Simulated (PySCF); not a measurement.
# Name the molecule from its bond curve

A diatomic of charge 0 contains Hg. Its doublet curve at M06 in a double-zeta basis (scalar-relativistic core potentials, PySCF), in eV from the separated fragments:

| R (Å) | E (eV) |
| --- | --- |
| 2.609 | -0.061 |
| 2.731 | -0.119 |
| 2.852 | -0.151 |
| 2.943 | -0.163 |
| 3.034 | -0.167 |
| 3.125 | -0.166 |
| 3.246 | -0.157 |
| 3.398 | -0.140 |
| 3.580 | -0.115 |
| 3.823 | -0.080 |

The fit gives ωe = 163 cm⁻¹ and the rotational constant Bₑ = 0.2664 cm⁻¹.

**Question.** Which atom is the partner?

**Answer.** The minimum lies at 3.055 Å, so the reduced mass is 16.8576 u Å² cm⁻¹/(Bₑ·Re²) = 6.780 u. With Hg at 201.97 u the partner weighs about 7.0 u: Li. The molecule is LiHg.

Spin–orbit coupling is left out. The state was picked by a PBE0 search and need not be the measured ground state.
